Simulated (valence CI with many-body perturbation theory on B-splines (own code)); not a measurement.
## Er⁴⁷⁺: calculated level list

Computed by valence CI with perturbative core correlation (CI+MBPT): three valence electrons over a frozen Dirac-Fock core [Ar], radial functions for each j: 7 s, 7 p, 8 d, 6 f, 4 g, 1 h, with the one-electron correlation potential Σ1, the two-electron term Σ2, the three-electron term Σ3, Breit, model QED; selected CI, second order for the rest, scaled by the run's own slope (own B-spline code, finite nucleus).

The last digits are not significant, and no measured levels were compared; by estimate large intervals hold to a few tenths of a per cent, small ones and those within an open d or f shell to about a per cent. Only levels of the ground parity were solved; by the run's estimate the other parity begins above the list, which can be wrong where configurations are misplaced.

Levels 1 to 19 of 19, with energies above the lowest level, (3d3/2^3) J=3/2. "Leading %" is the weight of the configuration and term that name the level; weights of strongly mixed levels are sums over their largest components and can fall short. In the jj column 3d3/2^4 stands for four electrons in 3d with j = 3/2.

```tsv
No.	Configuration	Term	J	E (cm⁻¹)	Leading %	Second component	Leading jj	g
1	3d³	⁴F	3/2	0	48	38 % 3d³ ²D	3d3/2^3 (98 %)	0.697
2	3d³	⁴F	5/2	338290	83	15 % 3d³ ²D	3d3/2^2 3d5/2 (99 %)	1.050
3	3d³	⁴P	3/2	386120	39	31 % 3d³ ⁴F	3d3/2^2 3d5/2 (98 %)	1.184
4	3d³	²G	7/2	409770	48	36 % 3d³ ⁴F	3d3/2^2 3d5/2 (96 %)	1.046
5	3d³	²H	9/2	413050	44	42 % 3d³ ²G	3d3/2^2 3d5/2 (99 %)	1.043
6	3d³	⁴P	1/2	423920	58	42 % 3d³ ²P	3d3/2^2 3d5/2 (100 %)	1.829
7	3d³	⁴P	5/2	584260	40	38 % 3d³ ²D	3d3/2^2 3d5/2 (92 %)	1.276
8	3d³	⁴F	7/2	742230	62	35 % 3d³ ²G	3d3/2 3d5/2^2 (98 %)	1.104
9	3d³	⁴F	9/2	773630	52	42 % 3d³ ²H	3d3/2 3d5/2^2 (97 %)	1.132
10	3d³	⁴P	3/2	811040	41	39 % 3d³ ²D	3d3/2 3d5/2^2 (99 %)	1.117
11	3d³	²P	1/2	831950	58	42 % 3d³ ⁴P	3d3/2 3d5/2^2 (100 %)	1.489
12	3d³	²H	11/2	844450	100		3d3/2 3d5/2^2 (100 %)	1.081
13	3d³	²D	5/2	849440	46	31 % 3d³ ⁴P	3d3/2 3d5/2^2 (92 %)	1.255
14	3d³	²F	5/2	903990	43	39 % 3d³ ²D	3d3/2 3d5/2^2 (97 %)	1.103
15	3d³	²F	7/2	913440	81	17 % 3d³ ²G	3d3/2 3d5/2^2 (98 %)	1.092
16	3d³	²D	3/2	1048600	72	22 % 3d³ ²P	3d3/2 3d5/2^2 (91 %)	0.926
17	3d³	²G	9/2	1175100	51	35 % 3d³ ⁴F	3d5/2^3 (98 %)	1.150
18	3d³	²D	3/2	1280700	50	36 % 3d³ ²P	3d5/2^3 (92 %)	1.092
19	3d³	²D	5/2	1353400	61	23 % 3d³ ²F	3d5/2^3 (95 %)	1.156
```

The ionisation energy to 3d² ³F2 of the next ion comes out as 4038.8 eV (NIST: 4038 ± 4 eV (theoretical)). All 19 levels together are meant to be complete up to 1407500 cm⁻¹.
